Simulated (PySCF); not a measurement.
Two structures of GeH5SeF, singlet, reached by relaxing down either side of one saddle point (PBE0-D4/def2-TZVP). Energies are electronic, without zero-point energy. Program: PySCF 2.14 with density fitting (its default auxiliary sets; JK sets also for MP2 and CCSD(T)). Basis: def2-TZVPP and def2-QZVPP. Cores are frozen in the correlated methods. Filled d shells of the heavier atoms are correlated. The def2 sets are not built for correlating such inner shells, so the correlated values are less sure here. Extrapolation: Hartree–Fock as exp(−7.88 √X), correlation as X^−2.97. First:

```
atom    x (Å)    y (Å)    z (Å)
 Ge1  -0.4417  -0.2268  -1.2972
  F2   0.3200  -1.3960  -0.2411
  H3   0.4761   0.9985  -1.3159
  H4  -1.8202   0.0628  -0.6964
  H5  -0.5265  -0.9201  -2.6638
  H6   0.4950  -0.3838   1.8615
 Se7   0.1693   0.9091   2.4769
  H8   1.4866   1.4471   2.1224
```

Second:

Ge1  (-0.522, 0.853, -0.654)
F2  (0.504, -2.663, 0.082)
H3  (-0.390, 2.378, -0.752)
H4  (-1.973, 0.409, -0.852)
H5  (0.428, 0.151, -1.626)
H6  (0.394, -1.913, 0.634)
Se7  (-0.008, 0.180, 1.566)
H8  (1.395, 0.602, 1.456)
(Å)

(1) Which bonds change from the first to the second?

(2) Give the saddle point's structure and its height above each. (An estimate is asked for; the value comes from the calculation.)

T1 diagnostic: at most 0.012.

## Answers

(1) GeH₃F ([F][GeH3]) + H₂Se → GeH₄Se ([GeH3][SeH]) + HF; bonds formed: Ge1–Se7, F2–H6; bonds broken: Ge1–F2, H6–Se7.

(2) Computed: 1.386 eV above the first and 1.600 eV above the second (CCSD(T) at an estimated basis limit (MP2 extrapolated from triple and quadruple zeta, plus CCSD(T) − MP2 in triple zeta)).
```
8
angstrom
Ge -0.4264 0.0559 -0.8549
F 0.3820 -1.5305 0.1407
H 0.3613 1.3323 -1.1713
H -1.9167 0.2095 -0.5494
H -0.2456 -0.9041 -2.0488
H 0.3979 -0.9310 1.0803
Se 0.0438 0.6392 1.8312
H 1.4038 1.1284 1.5722
```

Exchanges of this kind with a chalcogen hydride build sulfide and selenide films.

Labels in which every atom is bracketed show which atoms are joined, not bond orders.

For scale, one of the runs: CCSD(T)/def2-TZVPP, 197 basis functions, launched by `OMP_NUM_THREADS=4 python run.py`. Time: 15 min of wall clock on 4 CPU threads of an Arm Neoverse V1; the host was shared. Peak host memory: 3.4 GiB.
